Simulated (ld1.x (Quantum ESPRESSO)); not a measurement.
**Building the RRKJ potential for technetium (Tc) (PBEsol, scalar-relativistic).**

technetium (Tc), norm-conserving RRKJ (Kleinman–Bylander form), made with ld1.x (Quantum ESPRESSO) 7.5 (PBEsol, scalar-relativistic). Core [Ar] 3d10 4s2, reference 4p6 4d5 5s2 5p0. Waves: 5s (bound): rc 2.60 bohr; 4p (bound): rc 1.40 bohr; 4d (bound): rc 1.45 bohr. Local part: all-electron potential smoothed inside 1.45 bohr (lloc = -1). Core correction: Bessel-smoothed model core, default radius (core density twice the valence density). rho0 = 0.005.

All-electron outer shells of the reference configuration (PBEsol, scalar-relativistic, ld1.x):

```
shell  level (eV)  outermost node (bohr)  outermost maximum (bohr)
   3d     -249.88                      –                      0.31
   4s      -73.32                   0.50                      0.95
   4p      -45.30                   0.51                      1.03
   4d       -6.67                   0.50                      1.27
   5s       -5.08                   1.28                      2.72
   5p       -1.38                   1.45                      3.63
```

Task: Estimate the cutoffs (Ry, on a coarse ladder) from which the occupation-weighted sum of valence levels, in a spherical-Bessel basis at the reference potential, stays within 10 and 1 mRy of its value at 400 Ry.

Result: 70 Ry and 110 Ry.

Task: Does the potential have ghost states?

Result: Ghost state, extra bound levels that the all-electron valence spectrum of the same l lacks: s at -122.4 eV. A true bound ghost makes a file unfit for plane-wave use.

Task: Which valence shell sets the plane-wave cutoff?

Result: 4p: its level needs 70 Ry to come within 1 mRy, against 50 Ry for 4d.

Task: Tests: 4p6 4d5 5s1 5p0; 4p6 4d5 5s0 5p0; 4p6 4d4 5s0 5p0; 4p6 4d5 5s0 5p1; 4p6 4d3 5s0 5p0; 4p6 4d4 5s2 5p0; 4p6 4d6 5s0 5p0. Which has the largest error in its energy relative to the reference configuration, and how large is it?

Result: 4p6 4d3 5s0 5p0, with +138 meV (all-electron minus pseudo) on +93.74 eV.
